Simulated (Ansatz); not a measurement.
Breaking the Ge3–H4 bond in BeFGeH3 (SMILES [F][Be][GeH3]) (multiplicity 1 held, fragments rigid). Energies count from the point at 1.542 Å.
Geometry at that point (charge 0, multiplicity 1):
| atom | x (Å) | y (Å) | z (Å) |
|---|---|---|---|
| Be | -0.3470 | 0.9882 | -0.8966 |
| F | -0.6923 | 1.9715 | -1.7887 |
| Ge | 0.2051 | -0.5840 | 0.5299 |
| H | 1.1083 | -1.6594 | -0.1077 |
| H | 0.9752 | -0.0259 | 1.7441 |
| H | -1.0277 | -1.3213 | 1.0916 |

Unrestricted levels (U-) break spin symmetry where that is lower. Active spaces are followed from a long bond inwards. Curves can end on different states.

Cores are frozen in the correlated methods. Filled d and f shells under p-block atoms count as core.

Codes used: Ansatz (Gaussian orbitals). Each number belongs to the level named beside it.

**Question.** Estimate the energy at R = 4.936 Å that FIC-MRCISD on CASSCF(2,2)/cc-pVTZ returns for this input.

**Answer.** 82.1 kcal/mol

**Question.** What is the computed energy at R = 4.936 Å (U-MP2/cc-pVTZ)?

**Answer.** 80.4 kcal/mol

Doubts at one or more of the structures used: a spin-contaminated determinant (U-MP2/cc-pVTZ).

Ansatz is a first-principles code.
